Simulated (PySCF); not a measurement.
Interval between two levels of In by level of theory

In [Kr] 4d10 5s2 5p1 [2P3/2, M_J = 3/2] → In [Kr] 4d10 5s2 6s1 [2S1/2, M_J = 1/2], as a difference of total energies. Calculation: PySCF 2.14, in x2c-SVPall-2c with one added diffuse shell each of s, p type (7s9p4d, 54 functions); the two-component X2C-1e Hamiltonian. Correlated levels: [Ar] 3d10 frozen; the 6 highest virtual spinors dropped. "Screened" scales the spin-orbit matrix elements by Boettger's factors to mimic the two-electron term; Breit and QED terms are absent.

```csv
method,interval between two levels (cm⁻¹)
GHF (spin-free),21405
GMP2 (spin-free),22265
GHF (screened spin-orbit),20717
GMP2 (screened spin-orbit),21582
```

The spin-free rows lack the spin-orbit shift.

Errors of the correlated levels include the incompleteness of this basis and the frozen core.

**Question.** Which method comes closest to the reference value, and which is furthest?

**Answer.** The reference is 22160 cm⁻¹ (measured; NIST Handbook of Basic Atomic Spectroscopic Data (Sansonetti and Martin, J. Phys. Chem. Ref. Data 34, 1559 (2005))). Closest: GMP2 (spin-free) (error 104.79 cm⁻¹); furthest: GHF (screened spin-orbit) (error -1443.6 cm⁻¹).
